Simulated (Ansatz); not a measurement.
Geometry optimisation, RKS B3LYP-D4/6-31G* (Ansatz).

input.yaml

```yaml
crystal:
  periodic: [false, false, false]
  atoms:
    - { symbol: B, position_ang: [-1.1681, 1.2623, -0.0894] }
    - { symbol: C, position_ang: [-0.3595, -0.0209, 0.0803] }
    - { symbol: "N", position_ang: [-1.0489, -1.08, 0.8253] }
    - { symbol: Si, position_ang: [0.6094, -0.5857, -1.4373] }
    - { symbol: Si, position_ang: [1.4267, 0.2416, 0.4893] }
    - { symbol: H, position_ang: [-1.5428, 1.9458, 0.8467] }
    - { symbol: H, position_ang: [-1.5733, 1.6351, -1.1665] }
    - { symbol: H, position_ang: [-1.22881, -1.88189, 0.12774] }
    - { symbol: H, position_ang: [-2.0529, -0.69891, 1.06433] }
    - { symbol: H, position_ang: [0.6054, 0.371, -2.5169] }
    - { symbol: H, position_ang: [0.7114, -2.0506, -1.5221] }
    - { symbol: H, position_ang: [2.0243, -0.7734, 1.3979] }
    - { symbol: H, position_ang: [1.8395, 1.665, 0.3611] }
basis:
  gaussian: { orbitals: "6-31G*" }
hamiltonian:
  xc: b3lyp
  dispersion: d4
relax:
  f_tol: 0.015
  max_steps: 40
```

Launched with:

```bash
$ ansatz run input.yaml --threads 2 --pin off --max-ram 3072MiB --backend cpu --events-out ev --progress --plain --runs-dir out
```

Q: Where does it end, and by what steps?

A: The forces met the threshold. After 23 steps the energy has fallen by 2.095 eV; H7 moved furthest, 1.09 Å. Parted: C2–Si5. Joined: B1–Si5.

```
step  energy less start (eV)  largest force component (eV/Å)  accepted
   0                  0.0000                           3.129       yes
   1                 -0.6411                           1.332       yes
   2                 -0.8635                           1.048       yes
   3                 -1.0479                           1.006       yes
   4                 -1.2133                           0.562       yes
   5                 -1.3301                           0.372       yes
   6                 -1.4024                           0.537       yes
   7                 -1.4435                           0.381       yes
   8                 -1.4761                           0.414       yes
   9                 -1.5617                           0.591       yes
  10                 -1.6821                           1.383       yes
  11                 -1.7971                           1.237       yes
  12                 -1.8840                           2.569       yes
  13                 -1.9199                           2.100       yes
  14                 -1.8286                           2.309        no
  15                 -2.0653                           1.054       yes
  16                 -2.0679                           0.759       yes
  17                 -2.0919                           0.178       yes
  18                 -2.0938                           0.081       yes
  19                 -2.0944                           0.025       yes
  20                 -2.0948                           0.022       yes
  21                 -2.0950                           0.030       yes
  22                 -2.0950                           0.017       yes
  23                 -2.0951                           0.006       yes
```

```xyz
13
Properties=species:S:1:pos:R:3
B -0.778 1.184 0.267
C -0.895 -0.285 -0.240
N -1.594 -1.232 0.361
Si 0.632 -0.612 -1.355
Si 1.287 0.842 0.364
H -1.471 1.550 1.182
H -0.657 1.946 -0.676
H -1.521 -2.215 0.125
H -2.217 -0.997 1.129
H 0.398 -0.082 -2.724
H 0.958 -2.068 -1.446
H 1.904 0.030 1.456
H 2.196 1.968 0.017
```

Time of the run: 62 s on 2 threads of INTEL(R) XEON(R) PLATINUM 8581C CPU @ 2.10GHz (Emerald Rapids) (shared host), peak memory 0.25 GiB.
